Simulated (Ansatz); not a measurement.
**What each rung costs, and what it gives**

Saddle point of CH$_{7}$FSn, singlet (CH₆Sn ([CH3][SnH3]) + HF → SnH₃F ([F][SnH3]) + CH₄; bonds formed: Sn1–F7, C2–H6; bonds broken: Sn1–C2, H6–F7), PBE0-D4/def2-TZVP structure:

Sn1  (-0.697, 0.999, -0.158)
C2  (0.478, -1.125, -0.103)
H3  (-1.625, 0.211, -1.380)
H4  (-1.720, 1.313, 1.159)
H5  (0.139, 2.287, -0.881)
H6  (0.830, -0.115, 0.704)
F7  (0.985, 0.907, 1.332)
H8  (-0.416, -1.721, 0.078)
H9  (0.723, -1.124, -1.164)
H10  (1.305, -1.631, 0.413)
(Å)

Barriers are electronic and count from the start structure reached by relaxing down the imaginary mode.

Computed with Ansatz 0.2.0 (basis: as named in each row); correlated methods freeze the cores. Filled d shells of the heavier atoms are correlated. Core potentials replace the inner electrons of the atoms past krypton. The def2 sets are not built for correlating such inner shells, so the correlated values are less sure here. B3LYP uses VWN-RPA correlation. Extrapolation: Hartree–Fock as exp(−7.88 √X), correlation as X^−2.97.

Times are rough, for one single point on 4 threads of a shared host (Arm Neoverse V2).

The estimate by CCSD(T) at an estimated basis limit (MP2 extrapolated from triple and quadruple zeta, plus CCSD(T) − MP2 in triple zeta) is 32.29 kcal/mol.

```json
{"method": "SPW92", "basis": "def2-SVP", "time (s)": "under 1", "barrier (kcal/mol)": "15.90", "method less estimate": "-16.39"}
{"method": "PBE-D4", "basis": "def2-SVP", "time (s)": "under 1", "barrier (kcal/mol)": "21.43", "method less estimate": "-10.86"}
{"method": "PBE0-D4", "basis": "def2-SVP", "time (s)": "under 1", "barrier (kcal/mol)": "26.72", "method less estimate": "-5.57"}
{"method": "SPW92", "basis": "def2-TZVPP", "time (s)": "under 1", "barrier (kcal/mol)": "20.43", "method less estimate": "-11.86"}
{"method": "PBE-D4", "basis": "def2-TZVPP", "time (s)": "1", "barrier (kcal/mol)": "25.66", "method less estimate": "-6.62"}
{"method": "BLYP-D4", "basis": "def2-TZVPP", "time (s)": "1", "barrier (kcal/mol)": "27.61", "method less estimate": "-4.67"}
{"method": "BHLYP-D4", "basis": "def2-TZVPP", "time (s)": "2", "barrier (kcal/mol)": "34.58", "method less estimate": "2.29"}
{"method": "B3LYP-D4", "basis": "def2-TZVPP", "time (s)": "2", "barrier (kcal/mol)": "30.62", "method less estimate": "-1.67"}
{"method": "PBE0-D4", "basis": "def2-TZVPP", "time (s)": "2", "barrier (kcal/mol)": "29.82", "method less estimate": "-2.47"}
{"method": "CAM-B3LYP-D4", "basis": "def2-TZVPP", "time (s)": "2", "barrier (kcal/mol)": "30.77", "method less estimate": "-1.51"}
{"method": "r2SCAN-D4", "basis": "def2-TZVPP", "time (s)": "2", "barrier (kcal/mol)": "26.39", "method less estimate": "-5.89"}
{"method": "wB97M-V", "basis": "def2-SVP", "time (s)": "3", "barrier (kcal/mol)": "27.23", "method less estimate": "-5.05"}
{"method": "r2SCAN0-D4", "basis": "def2-TZVPP", "time (s)": "3", "barrier (kcal/mol)": "30.07", "method less estimate": "-2.22"}
{"method": "CCSD(T)", "basis": "def2-SVP", "time (s)": "3", "barrier (kcal/mol)": "32.79", "method less estimate": "0.51"}
{"method": "B2PLYP", "basis": "def2-TZVPP", "time (s)": "3", "barrier (kcal/mol)": "32.17", "method less estimate": "-0.11"}
{"method": "PBE-QIDH", "basis": "def2-TZVPP", "time (s)": "3", "barrier (kcal/mol)": "32.73", "method less estimate": "0.45"}
{"method": "RPA on PBE", "basis": "def2-TZVPP", "time (s)": "4", "barrier (kcal/mol)": "33.39", "method less estimate": "1.10"}
{"method": "wB97X-V", "basis": "def2-TZVPP", "time (s)": "5", "barrier (kcal/mol)": "30.98", "method less estimate": "-1.30"}
{"method": "B97M-V", "basis": "def2-TZVPP", "time (s)": "6", "barrier (kcal/mol)": "28.67", "method less estimate": "-3.61"}
{"method": "wB97M-V", "basis": "def2-TZVPP", "time (s)": "6", "barrier (kcal/mol)": "30.59", "method less estimate": "-1.70"}
{"method": "MP2", "basis": "def2-QZVPP", "time (s)": "11", "barrier (kcal/mol)": "32.44", "method less estimate": "0.15"}
{"method": "CCSD(T)", "basis": "def2-TZVPP", "time (s)": "77", "barrier (kcal/mol)": "34.30", "method less estimate": "2.02"}
```

All methods are single points on the PBE0-D4 structures.

T1 diagnostic: at most 0.014.

Labels in which every atom is bracketed show which atoms are joined, not bond orders.
